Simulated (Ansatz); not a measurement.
This geometry of Al$_{2}$ClH$_{5}$O$_{2}$ (10 atoms, charge 0, multiplicity 1) is a first-order saddle point.

Theory: Ansatz 0.2.0, RKS B3LYP/6-31G*.

```xyz
10
Properties=species:S:1:pos:R:3
Al -0.355 0.319 -0.191
Cl 0.528 -0.025 2.305
H 0.976 0.199 -1.025
O -1.723 -0.682 -0.436
H -1.643 -1.522 -0.903
O -0.753 1.823 0.636
Al -1.794 3.196 0.588
H -2.448 3.596 -0.796
H -1.990 3.989 1.942
H -0.085 1.139 1.906
```

Problem. Which two structures does it join? (They come from a converged band through this point; their orientation in space is the band's.)

Solution. Bonds broken: Al1–Cl2, O4–Al7, O6–H10. Bonds formed: Cl2–H10. Al2ClH5O2 becomes Al2H4O2 + ClH.

Image 0:

```xyz
10
Properties=species:S:1:pos:R:3
Al 0.038 0.217 0.367
Cl 0.438 -0.729 2.239
H 0.849 -0.245 -0.899
O -1.775 0.421 0.011
H -2.243 -0.065 -0.680
O -0.087 2.050 0.674
Al -1.928 2.284 0.299
H -2.207 2.989 -1.094
H -2.678 2.676 1.640
H 0.308 2.435 1.470
```

Image 10:

```xyz
10
Properties=species:S:1:pos:R:3
Al -0.501 0.269 -0.487
Cl 0.659 0.675 3.125
H 0.933 -0.059 -1.046
O -1.887 -0.666 -0.831
H -1.821 -1.479 -1.347
O -0.762 1.644 0.515
Al -1.726 3.068 0.640
H -2.396 3.617 -0.688
H -1.839 3.748 2.060
H 0.054 1.215 2.086
```

Problem. How far does it lie above each of them?

Solution. 57.8 kcal/mol above the first and 0.4 kcal/mol above the second. This is the barrier of this one path; another mechanism may lie lower. The orbitals stay closed-shell, which can raise the energy where a bond breaks towards radicals; this wasn't checked here.

Run time: 10 min on 2 threads of Arm Neoverse V2, with other jobs on the host, peak memory 0.21 GiB.
